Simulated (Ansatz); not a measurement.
Harmonic frequencies (cm⁻¹) at PBE0-D4/def2-TZVP from Ansatz: 109, 155, 157, 174, 231, 260, 548, 563, 640, 687, 690, 1028, 1210, 1412, 1417, 3032, 3123, 3125.

Q: Which molecule is it?
A. `[NH2][Ta]([NH2])([F])=[S]`
B. `[O]=[Ta]([OH])([OH])[Cl]`
C. `[CH3][Ta](=[O])([F])[F]`
D. `[CH3][Ta]([F])(=[S])[Cl]`

A: C.
